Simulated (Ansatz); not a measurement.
System: GaF, charge 0, triplet. This triplet is an excited state, 3.7 eV above the singlet at CCSD(T)/cc-pV5Z (Ansatz, an electronic-structure program). GaF (SMILES [F][Ga], triplet).
B3LYP-D3(BJ)/def2-TZVP minimum from Ansatz:
```xyz
2

Ga     0.0000     0.0000    -0.4008
F      0.0000     0.0000     1.3806
```
Charge 0, spin multiplicity 3.

Hartree-Fock and MP2 correlation energies in hartree (Ansatz). Open shells are spin-unrestricted; no spin-orbit coupling. Correlated methods leave the cores frozen (noble-gas shells, and filled d and f shells in the p block). No relativity. The spin of FGa ([F][Ga], triplet) was assumed, and the state is the lowest solution found for it.

| basis | X | E(HF) | E(corr, MP2) |
|---|---|---|---|
| cc-pVTZ | 3 | -2022.71349 | -0.28880 |
| cc-pVQZ | 4 | -2022.72751 | -0.31563 |
| cc-pV5Z | 5 | -2022.73016 | withheld |

**Question.** Fit E(corr) = E∞ + A/X³ to X = 3 and 4, predict X = 5, and compare with the run.

**Answer.** A = (-0.28880 - (-0.31563))/(1/27 - 1/64) = 1.2530; E∞ = -0.31563 - A/64 = -0.33521; at X = 5, E∞ + A/125 = -0.32518. The run gave -0.32703, 1.85 mEh below the prediction. The same form on X = 4 and 5 gives E∞ = -0.33899, 3.78 mEh below the first estimate.
